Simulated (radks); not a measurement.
Effect of the nuclear size on the praseodymium ion Pr3+, [Xe] 4f2. All-electron calculation, Dirac Kohn-Sham, PBE, spin-unpolarised, spherical densities, finite nucleus; open shells fill j = l - 1/2 first; Fermi nuclear charge, rms radius 4.8919 fm. Program: a radial shooting solver on a logarithmic mesh with Libxc functionals. The rms radius is varied about that value; shifts are against it.

rms radius (fm)  total energy shift (eV)  density at nucleus (e/bohr^3)  1s1/2 shift (meV)  2s1/2 shift (meV)  4p1/2 shift (meV)  5s1/2 shift (meV)  5p1/2 shift (meV)  4f5/2 shift (meV)  6s1/2 (empty) shift (meV)
4.1483                             -3.28                       4.32e+05              -1360               -168              0.398              -1.35              0.103              0.258                     -0.277
4.5593                             -1.52                      4.233e+05               -631              -77.9              0.185             -0.627              0.048              0.120                     -0.128
4.8919                                 0                      4.169e+05              0.000              0.000              0.000              0.000              0.000              0.000                      0.000
5.1756                              1.36                      4.119e+05                566               69.8             -0.165              0.562             -0.043             -0.107                      0.115
5.4985                              2.99                      4.066e+05               1240                153             -0.362               1.23             -0.094             -0.235                      0.252

Slopes of the eigenvalues against <r^2> in GHz/fm^2, as finite differences over the two radii next to the reference (eigenvalue slopes, not the field-shift constants of lines): 1s1/2 48200, 2s1/2 5950, 4p1/2 -14.1, 5s1/2 48.0, 5p1/2 -3.64, 4f5/2 -9.15, 6s1/2 (empty) 9.80.
